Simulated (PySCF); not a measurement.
A structure optimised at PBE-D3(BJ)/def2-SVP, used in a PySCF frequency run:

```
Mo
O 1 1.6947
N 1 1.7443 2 108.90
H 3 1.0286 1 144.72 2 1.66
F 1 1.8693 2 110.64 3 118.90
O 1 1.8855 2 109.14 3 -118.05
H 6 0.9756 1 122.11 2 129.15
```

Task: Write its SMILES and formula.

Result: [NH]=[Mo](=[O])([OH])[F], FH₂MoNO₂

Task: What are its rotational constants (standard atomic weights)?

Result: 3.7168, 3.3344, 3.1046 GHz
